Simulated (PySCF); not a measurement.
PySCF 2.14 output of an unrestricted M06-L calculation on a single atom or ion in pcseg-2, with no relativity, point nucleus:

```
SCF conv_tol = 1e-09
number electrons alpha = 14  beta = 13
    Y. Zhao and D. G. Truhlar.,  J. Chem. Phys. 125, 194101 (2006)
    Y. Zhao and D. G. Truhlar.,  J. Chem. Phys. 125, 194101 (2006)
    Y. Zhao and D. G. Truhlar.,  Theor. Chem. Acc. 120, 215 (2008)
cycle= 1 E= -1507.94863343791  delta_E= -0.00148  |g|= 0.172  |ddm|= 0.154
cycle= 2 E= -1507.92608004429  delta_E= 0.0226  |g|= 0.385  |ddm|= 0.18
cycle= 3 E= -1507.95428129898  delta_E= -0.0282  |g|= 0.00305  |ddm|= 0.128
cycle= 4 E= -1507.95429796697  delta_E= -1.67e-05  |g|= 0.00276  |ddm|= 0.0121
cycle= 5 E= -1507.95430585576  delta_E= -7.89e-06  |g|= 0.000778  |ddm|= 0.0117
cycle= 6 E= -1507.95430665508  delta_E= -7.99e-07  |g|= 0.000256  |ddm|= 0.00511
cycle= 7 E= -1507.95430668996  delta_E= -3.49e-08  |g|= 3.95e-05  |ddm|= 0.00054
cycle= 8 E= -1507.95430669529  delta_E= -5.33e-09  |g|= 1.02e-05  |ddm|= 0.000434
cycle= 9 E= -1507.9543066954  delta_E= -1.09e-10  |g|= 1.11e-06  |ddm|= 2.53e-05
converged SCF energy = -1507.9543066954  <S^2> = 0.76710531  2S+1 = 2.0170328
```

The run itself started from symmetry-adapted Hartree-Fock orbitals and held the occupation by maximum overlap, on a logarithmic radial grid, so the iterations belong to that start.

Problem. Which element, charge and spin multiplicity is this?

Solution. Ni⁺ (nickel, charge +1), multiplicity 2; the state was [Ar] 3d9, 2D determinant.
